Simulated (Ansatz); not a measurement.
Frontier orbitals of AlBrH$_{2}$OZn.

Cartesian coordinates in Å:
```
O -0.2590 0.9170 -1.1381
Al 0.4202 -0.2997 -0.1731
Zn -2.0115 -1.0288 1.2294
Br 1.5214 0.3130 1.7245
H -0.3028 1.8310 -0.8611
H 0.6317 -1.7325 -0.7816
```

Charge 0, multiplicity 1. For Zn the d shell is correlated and the shells below it are frozen. Correlated methods include outer-core shells of Br, which these sets cover unevenly. Scalar relativity is left out up to krypton. The bonds changed during the relaxation, so this is another structure than the one it started from. All single points use the PBE0-D4/def2-TZVP geometry. It is one conformer, not always the lowest. Basis def2-TZVPP, the Gaussian-basis code of Ansatz.

```
functional  HOMO (eV)  LUMO (eV)
   LC-ωPBE      -9.54      -0.19
```

Give HOMO and LUMO (eV) with LDA (SPW92), PBE, revPBE, BLYP, r2SCAN, B97M-V, PBE0, B3LYP, r2SCANh, r2SCAN0, HSE06 (plane-wave form), BHLYP, CAM-B3LYP, ωB97X-V, ωB97M-V, HF. (An estimate is asked.)

The calculation gave: 
```csv
functional,HOMO,LUMO
LDA (SPW92),-6.60,-2.90
PBE,-6.38,-2.69
revPBE,-6.30,-2.62
BLYP,-6.31,-2.56
r2SCAN,-6.63,-2.60
B97M-V,-6.44,-2.60
PBE0,-7.20,-2.03
B3LYP,-7.14,-2.19
r2SCANh,-6.94,-2.35
r2SCAN0,-7.39,-1.97
HSE06 (plane-wave form),-6.80,-2.39
BHLYP,-7.94,-1.27
CAM-B3LYP,-8.46,-1.11
ωB97X-V,-9.25,-0.21
ωB97M-V,-9.22,-0.33
HF,-8.72,0.56
```

B3LYP here is the variant with VWN-RPA as its local correlation; programs differ in this. LC-ωPBE has ω = 0.4 bohr⁻¹.
